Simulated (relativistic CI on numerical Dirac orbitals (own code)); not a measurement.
**V4+ in a cubic cluster: 2p photoemission with charge transfer**

Computed with a charge-transfer multiplet model of a cubic metal-ligand cluster with up to 2 ligand holes, Slater and spin-orbit integrals from Dirac-Coulomb-Breit ions, Slater integrals scaled by 0.8. The ground state mixes d1 with configurations of k ligand holes L, whose averages lie at kΔ + k(k − 1)U_dd/2; a core hole lowers each added d electron by U_cd. 300 K, Lorentzian 0.6 eV and Gaussian 0.8 eV FWHM.

Atomic integrals in eV (Slater integrals scaled, ζ unscaled), ground: F2dd 8.057, F4dd 5.049, zeta_d 0.029; with the core hole: F2dd 8.057, F4dd 5.049, zeta_d 0.047, zeta_core 4.606, F2cd 5.989, G1cd 4.613, G3cd 2.623. Where a configuration has fewer than two d electrons, the dd integrals are those of d2.

Cluster parameters (eV): Δ = 1.3, U_dd = 6, U_cd = 7.7, 10Dq(ligand) = 0, V(eg) = 1.5, V(t2g) = -0.74, final-state hopping factor = 0.9.

```csv
Case,n_d,d1,d2L,d3L2,S
10Dq = -0.25 eV,1.67,0.40,0.52,0.07,0.50
10Dq = 0.35 eV,1.65,0.42,0.51,0.07,0.50
10Dq = 0.65 eV,1.65,0.42,0.51,0.07,0.50
```

Weights, n_d and S are thermal averages at 300 K. Binding energies count from the first peak over 30 % of the highest in each spectrum, which can be another peak from case to case. The parameters are a model scan and need not match a compound or its usual spin state. A negative ionic 10Dq is a model choice; hopping adds the covalent part of the field. Peaks in eV (height, largest 100):
- 10Dq = -0.25 eV: 0.0 (100), 3.8 (24), 7.9 (71), 14.0 (23), 16.7 (10), 21.0 (8)
- 10Dq = 0.35 eV: 0.0 (100), 4.0 (25), 7.9 (76), 13.8 (23), 17.5 (10), 20.9 (9)
- 10Dq = 0.65 eV: 0.0 (100), 4.2 (26), 8.0 (79), 13.8 (24), 17.7 (11), 21.0 (9)

Curve for 10Dq = -0.25 eV (points under 2 left out, the grid thinned):

```json
{"E (eV)": "-3.6", "Intensity": "2.0"}
{"E (eV)": "-3.0", "Intensity": "2.9"}
{"E (eV)": "-2.4", "Intensity": "4.5"}
{"E (eV)": "-1.7", "Intensity": "9.8"}
{"E (eV)": "-1.1", "Intensity": "29.6"}
{"E (eV)": "-0.5", "Intensity": "77.1"}
{"E (eV)": "0.2", "Intensity": "98.2"}
{"E (eV)": "0.8", "Intensity": "74.2"}
{"E (eV)": "1.4", "Intensity": "44.0"}
{"E (eV)": "2.0", "Intensity": "28.4"}
{"E (eV)": "2.6", "Intensity": "23.9"}
{"E (eV)": "3.3", "Intensity": "23.4"}
{"E (eV)": "3.9", "Intensity": "23.7"}
{"E (eV)": "4.5", "Intensity": "22.6"}
{"E (eV)": "5.2", "Intensity": "21.1"}
{"E (eV)": "5.8", "Intensity": "21.6"}
{"E (eV)": "6.4", "Intensity": "28.0"}
{"E (eV)": "7.0", "Intensity": "43.8"}
{"E (eV)": "7.6", "Intensity": "67.1"}
{"E (eV)": "8.3", "Intensity": "61.0"}
{"E (eV)": "8.9", "Intensity": "41.2"}
{"E (eV)": "9.5", "Intensity": "32.9"}
{"E (eV)": "10.2", "Intensity": "28.5"}
{"E (eV)": "10.8", "Intensity": "26.7"}
{"E (eV)": "11.4", "Intensity": "22.6"}
{"E (eV)": "12.0", "Intensity": "18.4"}
{"E (eV)": "12.6", "Intensity": "18.3"}
{"E (eV)": "13.3", "Intensity": "19.8"}
{"E (eV)": "13.9", "Intensity": "22.5"}
{"E (eV)": "14.5", "Intensity": "22.4"}
{"E (eV)": "15.2", "Intensity": "18.4"}
{"E (eV)": "15.8", "Intensity": "12.3"}
{"E (eV)": "16.4", "Intensity": "10.4"}
{"E (eV)": "17.0", "Intensity": "10.2"}
{"E (eV)": "17.6", "Intensity": "9.3"}
{"E (eV)": "18.3", "Intensity": "8.6"}
{"E (eV)": "18.9", "Intensity": "6.3"}
{"E (eV)": "19.5", "Intensity": "4.3"}
{"E (eV)": "20.2", "Intensity": "4.5"}
{"E (eV)": "20.8", "Intensity": "7.3"}
{"E (eV)": "21.4", "Intensity": "6.2"}
{"E (eV)": "22.0", "Intensity": "2.6"}
{"E (eV)": "22.6", "Intensity": "2.6"}
{"E (eV)": "23.3", "Intensity": "4.6"}
{"E (eV)": "23.9", "Intensity": "2.2"}
```

For the case 10Dq = 0.35 eV, Δ = 1.3 eV is smaller than U_dd = 6 eV, the charge-transfer side of the Zaanen-Sawatzky-Allen scheme. With the core hole the average of the configuration with one ligand hole lies at Δ − U_cd = -6.4 eV before mixing: it lies below the unscreened one, so the lowest final states are mostly screened and the unscreened weight appears at higher binding energy as a satellite.

With at most 2 ligand holes the space is cut while the next configuration still counts, so covalency is underestimated, and a final configuration with one more ligand hole, which can lie low, is missing from the spectra.
